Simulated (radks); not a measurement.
Results of a calculation; reference values are marked as such.
Ne4+, configuration [He] 2s2 2p1.75 3p0.25 (fractional occupations, a model configuration). Level of theory: scalar-relativistic Kohn-Sham, LDA (Slater exchange, Perdew-Zunger correlation), spin-polarised, spherical densities, finite nucleus; open shells are filled with parallel spins first; Fermi nuclear charge, rms radius 3.0055 fm (a radial shooting solver on a logarithmic mesh with Libxc functionals). Some entries of the table are withheld. Estimate them.

orbital  occ.  eigenvalue (hartree)  <r^2> (bohr^2)
1s up       1             -35.06979         0.03384
1s down     1             -34.96360         0.03363
2s up       1              -5.01050          0.6751
2s down     1              -4.80412          0.6958
2p up    1.75              -4.25302          0.5896
2p down     0              -4.02164          0.6182
3s up       0                   (1)           4.812
3s down     0                   (2)           4.999
3p up    0.25              -1.41450             (3)
3p down     0              -1.34615             (4)
3d up       0              -1.18201           4.756
3d down     0              -1.11957           5.093

Answer. 
(1) 3s up eigenvalue (hartree): -1.61080
(2) 3s down eigenvalue (hartree): -1.54266
(3) 3p up <r^2> (bohr^2): 5.137
(4) 3p down <r^2> (bohr^2): 5.409
